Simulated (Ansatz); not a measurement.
Basis-set extrapolation for C$_{2}$H$_{5}$FOSi (`F[SiH2]C1CO1`) (PBE0-D4/def2-TZVP geometry, frozen core, Ansatz). Multiplicity 1, RHF reference.

|  | def2-TZVPP | def2-QZVPP |
| --- | --- | --- |
| HF | -542.012158 | -542.033374 |
| MP2 correlation | -0.935861 | -1.009677 |
| CCSD(T) correlation | -1.001360 | not run |

Energies in hartree. Use E(X) = E(∞) + A·exp(−7.88·√X) for Hartree–Fock and E(X) = E(∞) + B·X^(−2.97) for correlation, with X = 3 and 4, and add CCSD(T) minus MP2 of the smaller set to the MP2 limit.

Problem. What is the CCSD(T) energy at the basis-set limit?

Solution. HF limit: -542.033374 + (-0.021216) × 0.13774 = -542.03630. MP2 limit: -1.009677 + (-0.073816) × 0.74074 = -1.06436. Higher-order term: -1.001360 − (-0.935861) = -0.06550. Total: -543.16616 hartree, 400.8 kJ/mol below CCSD(T)/def2-TZVPP.
